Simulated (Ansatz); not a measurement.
Reaction (formal loss of a carbene): `CS[SiH](F)S` → `[CH2]` (triplet) + `F[SiH](S)S`

Isolated molecules relaxed with PBE0-D4/def2-TZVP in Ansatz; ΔE leaves out vibrations. CCSD(T)/CBS adds triple-zeta CCSD(T) − MP2 to the extrapolated MP2 energy (def2 sets, frozen cores). This one scheme is used for every species. Functionals use def2-TZVPP. B3LYP here is the variant with VWN-RPA as its local correlation; programs differ in this. HSE06 is defined as in plane-wave codes. Triplets are unrestricted, without spin–orbit coupling. Each species was taken in one conformer, which may not be the lowest.

`CS[SiH](F)S`:

```xyz
10

C     1.770    0.102   -0.295
S     0.651    1.440    0.223
Si   -1.215    0.484    0.103
F    -1.579    0.004   -1.379
S    -1.187   -1.252    1.328
H     2.782    0.484   -0.163
H     1.634   -0.783    0.323
H     1.613   -0.145   -1.344
H    -2.231    1.480    0.500
H    -2.238   -1.816    0.705
```

`[CH2]` (triplet):

Cartesian coordinates in Å:
```
C 0.073 -0.033 0.264
H -0.937 -0.359 0.069
H 0.864 0.393 -0.333
```

`F[SiH](S)S`:

```xyz
7

F     0.615   -1.542   -0.475
Si   -0.045   -0.191    0.062
S    -1.063    0.889   -1.443
S     1.493    1.109    0.708
H    -0.985   -0.614    1.121
H    -2.220    0.236   -1.237
H     2.204    0.113    1.265
```

| level | ΔE (kJ/mol) | difference from CCSD(T)/CBS |
| --- | --- | --- |
| LDA (SPW92) | 496.6 | 70.1 |
| PBE-D4 | 435.6 | 9.1 |
| revPBE-D4 | 424.3 | -2.2 |
| BLYP-D4 | 423.2 | -3.3 |
| r2SCAN-D4 | 404.6 | -21.9 |
| B97M-V | 425.4 | -1.1 |
| PBE0-D4 | 425.5 | -1.0 |
| r2SCANh-D4 | 402.7 | -23.8 |
| r2SCAN0-D4 | 400.0 | -26.5 |
| HSE06-D4 | 425.8 | -0.7 |
| CAM-B3LYP-D4 | 422.8 | -3.7 |
| ωB97X-V | 437.2 | 10.7 |
| ωB97M-V | 428.6 | 2.1 |
| B2PLYP | 416.1 | -10.4 |
| PBE-QIDH | 421.8 | -4.7 |
| PBE | 427.5 | 1.0 |
| revPBE | 402.6 | -23.9 |
| BLYP | 406.0 | -20.5 |
| r2SCAN | 402.4 | -24.1 |
| PBE0 | 418.4 | -8.1 |
| B3LYP | 408.6 | -17.9 |
| r2SCAN0 | 397.4 | -29.1 |
| HSE06 | 419.2 | -7.3 |
| BHLYP | 398.5 | -28.0 |
| CAM-B3LYP | 415.5 | -11.0 |
| LC-ωPBE | 412.9 | -13.6 |
| RPA@PBE/def2-TZVPP | 405.9 | -20.6 |
| HF/def2-SVP | 278.9 | -147.6 |
| MP2/def2-SVP | 411.2 | -15.3 |
| CCSD/def2-SVP | 391.9 | -34.6 |
| CCSD(T)/def2-SVP | 400.9 | -25.6 |
| MP2/def2-TZVPP | 427.4 | 0.9 |
| SCS-MP2/def2-TZVPP | 427.6 | 1.1 |
| CCSD/def2-TZVPP | 400.3 | -26.2 |
| HF/def2-QZVPP | 276.5 | -150.0 |
| MP2/def2-QZVPP | 435.4 | 8.9 |
| SCS-MP2/def2-QZVPP | 436.8 | 10.3 |
| HF/CBS(def2) | 276.5 | -150.0 |
| MP2/CBS(def2) | 441.2 | 14.7 |
| CCSD/CBS(def2) | 414.1 | -12.4 |
| CCSD(T)/CBS | 426.5 | 0 |

Question: What do rigid-rotor, harmonic-oscillator terms from PBE0-D4/def2-TZVP frequencies (298.15 K, 1 bar) make of the CCSD(T)/CBS value? (An estimate is asked.)

Answer: Ansatz gave: ΔZPE = -32.7 kJ/mol, ΔH = +399.4 kJ/mol, ΔS = 153 J/(mol·K), ΔG = +353.6 kJ/mol. Open shells count their whole term as degenerate.

Largest T1 diagnostic among the species: 0.012.

From PBE to PBE0 (25 % exact exchange), in def2-TZVPP and without D4, ΔE moves by −9.0 kJ/mol. At CCSD(T), def2-SVP lies −25.6 kJ/mol from the extrapolated value and def2-TZVPP −13.8 kJ/mol. Leaving LDA and LC-ωPBE aside and taking each functional with its dispersion term where it has one, the values spread over 37.2 kJ/mol, from r2SCAN0-D4 to ωB97X-V. LDA lies +69.1 kJ/mol from PBE without D4.
